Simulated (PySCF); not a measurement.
# Solvent effects on NMR parameters

Atoms are numbered as in `[CH3:1][C:2]#[C:3][BH2-:4][N+:5]#[C:6][CH2:7][C:8]#[N:9]`; H(Xn) means a hydrogen on atom n.

GIAO PBE0/pcSseg-1 in PySCF 2.14 on one PBE0-D3(BJ)/def2-SVP conformer, non-relativistic, equivalent nuclei averaged. Solvents enter as an IEF-PCM continuum (cyclohexane with ε = 2.0, chloroform with ε = 4.7) around the gas-phase geometry. Shifts are referred to TMS, BF3·OEt2 computed in the same medium.

Gas phase, δ in ppm: C8 111.0, C6 109.1, C2 99.5, C3 90.5, C7 8.4, C1 5.9, B4 -32.3, H(C7) 3.47, H(B4) 2.87, H(C1) 1.82. Dipole moment 6.12 D.

**Question.** How does each δ change in the continuum?

**Answer.** 
| atoms | environment | Δδ, cyclohexane | Δδ, chloroform |
| --- | --- | --- | --- |
| C8 | nitrile carbon | +2.7 | +5.2 |
| C6 | nitrilium-type carbon | +3.0 | +5.5 |
| C2 | alkyne carbon | +0.9 | +2.0 |
| C3 | alkyne carbon | +0.5 | +0.7 |
| C7 | sp3 CH2 α to a nitrile | +0.4 | +0.9 |
| C1 | propargylic methyl carbon | -0.2 | -0.3 |
| B4 | boron bonded to C, N, 2 H | 0.0 | -0.1 |
| H(C7) | hydrogen on an sp3 CH2 α to a nitrile | +0.28 | +0.52 |
| H(B4) | hydrogen on a boron bonded to C, N | -0.18 | -0.32 |
| H(C1) | hydrogen on a propargylic methyl carbon | +0.05 | +0.09 |

Changes are relative to the gas phase. The dipole moment becomes 6.87 D in cyclohexane, 7.49 D in chloroform.

**Question.** Which of the listed nuclei move most (in ppm), and what does the model miss? (N and O are left out, as their reference compounds move with the solvent too.)

**Answer.** C6 (nitrilium-type carbon, +5.5 ppm) in chloroform. A continuum only polarises the solute; specific hydrogen bonds, the anisotropy of aromatic solvents and changes of geometry or conformer are outside it.
